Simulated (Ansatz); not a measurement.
Harmonic frequencies (cm⁻¹) at PBE0-D4/def2-TZVP from Ansatz: 61, 262, 341, 372, 507, 635, 753, 754, 757, 1622, 1914, 1924, 1964, 3824, 3924.

Q: Which molecule is it?
A. `[PH3+][GaH3-]`
B. `[SH2+][Al-]([Cl])([Cl])[Cl]`
C. `[OH2+][GaH3-]`
D. `[F][Al-]([F])([F])[SeH2+]`

A: C.
